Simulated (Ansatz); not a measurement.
**Abstraction of F: Ge(CH3)F3 + CF3 → Ge(CH3)F2 + CF4**

Species: Ge(CH3)F3, singlet; CF3 (trifluoromethyl radical) `F[C](F)F`, doublet; Ge(CH3)F2, doublet; CF4 (tetrafluoromethane) `FC(F)(F)F`, singlet. A radical takes F: the energy is the difference in strength between the Ge–F bond broken and the C–F bond made.

Shapes, held fixed at every level: PBE0-D4/def2-TZVP. Programs: Ansatz 0.2.0. The zero-point and thermal change to 298 K, harmonic and unscaled (PBE0-D4/def2-TZVP), is +1.9 kJ/mol.

Q: Estimate ΔH(298 K) of this reaction.

A: The highest level, CCSD(T)/def2-TZVPP, gives ΔH(298 K) = +18.8 kJ/mol; the levels span +3.3 to +21.2. The column of differences is taken from that level and isn't an error. No measured value is set beside it here. Open shells run unrestricted unless RO is named. Relativity is left out for Ge unless named. Correlated rows may include outer-core shells of Ge, which these sets cover unevenly.

```tsv
level	kind	ΔH(298 K) (kJ/mol)	less CCSD(T)/def2-TZVPP
HF/def2-SVP	Hartree–Fock	+13.7	-5.1
BHLYP-D4/def2-TZVPP	global hybrid	+17.0	-1.8
wB97X-V/def2-TZVPP	range-separated hybrid	+13.0	-5.8
B2PLYP/def2-TZVPP	double hybrid	+16.8	-2.0
MP2/def2-TZVPP	perturbation theory	+21.2	+2.4
CCSD/def2-SVP	coupled cluster or CI	+3.3	-15.5
CCSD(T)/def2-TZVPP	coupled cluster or CI	+18.8	0.0
```
